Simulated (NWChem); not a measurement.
Species: PbNH$_{3}$, singlet; SMILES [NH2][PbH]

Computed with NWChem. Low-valent species are run as closed-shell singlets; no triplet was tried in these runs. Structure relaxed at the PBE0/def2-SVP level. def2 effective core potentials on Pb; no spin-orbit coupling. Vertical excitations in the gas phase; the lowest state need not have the same character in each row.

```tsv
level	lowest excitation, singlet (eV)	oscillator strength of that lowest state	lowest state with f > 0.02, singlet (eV)	oscillator strength of that bright state	orbital gap (eV)
PBE/def2-SVP, TDA	3.38	0.013	4.75	0.079	3.04
B3LYP/def2-SVP, TDA	?	0.016	4.74	?	?
LRC-wPBEh/def2-SVP, TDA	3.54	0.020	4.91	0.078	8.16
```

Q: Some entries are withheld; supply them.

A: 
- B3LYP/def2-SVP, TDA, lowest excitation, singlet (eV): 3.47
- B3LYP/def2-SVP, TDA, oscillator strength of that bright state: 0.084
- B3LYP/def2-SVP, TDA, orbital gap (eV): 4.35
